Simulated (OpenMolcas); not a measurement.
**GaSiH4F: a line through the functionals**

GaSiH4F has 7 atoms, charge 0, and is taken as a singlet. As SMILES, `[F][GaH][SiH3]`. Geometry: relaxed at PBE0-D4/def2-TZVP.

The vertical ionisation energy (to the doublet cation) y, in eV, basis def2-SVP; a is the functional's share of exact exchange. Programs: OpenMolcas 26.06.

| functional | program | a | y (eV) |
| --- | --- | --- | --- |
| TPSS | OpenMolcas | 0 | 9.94 |
| BLYP | OpenMolcas | 0 | 9.70 |
| B3LYP | OpenMolcas | 0.2 | 10.13 |
| PBE0 | OpenMolcas | 0.25 | ? |
| BHLYP | OpenMolcas | 0.5 | 10.31 |

Question: Fit y = c + s·a to the known rows and predict PBE0.

Answer: 
1. Means of the 4 rows: a = 0.1750, y = 10.020.
2. Σ(Δa)² = 0.1675, Σ(Δa·Δy) = 0.167, so the slope is 0.167/0.1675 = 0.99701.
3. Intercept: 10.020 − (0.99701) × 0.1750 = 9.846. The largest residual of the fit is 0.15.
4. PBE0: 9.846 + (0.99701) × 0.25 = 10.10 eV.

The run gave 10.17 eV, so the prediction is off by -0.07 eV, within the largest residual. The rows mix families of semi-local functionals, which the line can't see.
